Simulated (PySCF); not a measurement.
Compound: C6H10Cl2SSi.
Atom-mapped SMILES: `[CH3:1][C:2](=[S:3])[C@@H:4]([Cl:5])[C@H:6]([Cl:7])[C@@H:8]1[CH2:9][SiH2:10]1`

NICS is the negative of the GIAO shielding at a point without a nucleus: at the ring centre (0) and 1 Å above and below it (1); zz is the component along the ring normal. Level: GIAO PBE0/pcSseg-1 (PySCF, non-relativistic, gas phase) on the GFN2-xTB geometry, one conformer.

Ring bond lengths (Å), with Mayer bond orders in brackets: C8–C9 1.538 (0.87), C9–Si10 1.884 (0.96), Si10–C8 1.895 (0.90).

**Question.** What do the NICS probes read (ppm)?

**Answer.** 
```
      ring                                              type  NICS(0)  NICS(1), two faces  NICS(1)zz, two faces  rms pucker (Å)  centre to ring atoms, mean (Å)
C8–C9–Si10  3-membered ring with Si; formal bonds all single    -27.8         -7.8 / -8.6         -13.8 / -17.7            0.00                            1.02
```

**Question.** What do they say, and how far can they be read as aromaticity?

**Answer.** 
- C8–C9–Si10: mean NICS(1)zz -15.7 ppm, shielded. C8, C9, Si10 have four or more neighbours; no verdict on aromaticity is drawn. The two faces differ by 3.9 ppm, so no symmetry operation interchanges them. NICS(0) lies 20 ppm below the mean NICS(1).

**Question.** At the second NICS(1) probe listed for ring C8–C9–Si10, 1 Å off the ring, how large is the induced field along the normal in 7.05 T applied along it?

**Answer.** NICSzz × B0 = -17.7 ppm × 7.05 T = -125 μT, against the applied field.

**Question.** Give the inner angles of the rings and the Hirshfeld charges of the ring atoms.

**Answer.** 
- C8–C9–Si10: C8 65.6° (-0.131 e), C9 66.4° (-0.163 e), Si10 48.0° (+0.317 e); sum 180.0° against 180° for a flat convex ring.

**Question.** How shielded are the nuclei of the rings and their hydrogens (means over atoms taken as equivalent)?

**Answer.** 
| atoms | environment | σ isotropic (ppm) |
| --- | --- | --- |
| C8 | sp3 carbon bound to silicon | 167.0 |
| C9 | sp3 carbon bound to silicon | 182.7 |
| Si10 | SiH2 silicon | 488.4 |
| H on C8 | methine hydrogen | 29.65 |
| H on C9 | methylene hydrogen | 30.71 |
| H on C9 | methylene hydrogen | 31.19 |
| H on Si10 | Si–H hydrogen | 28.86 |
| H on Si10 | Si–H hydrogen | 29.02 |

Shape of the structure used: `[CH3:1][C:2](=[S:3])[C@@H:4]([Cl:5])[C@H:6]([Cl:7])[C@@H:8]1[CH2:9][SiH2:10]1`: C1–C2–C4–Cl5 -24°, C2–C4–C6–Cl7 -65°, C4–C6–C8–C9 -80°.
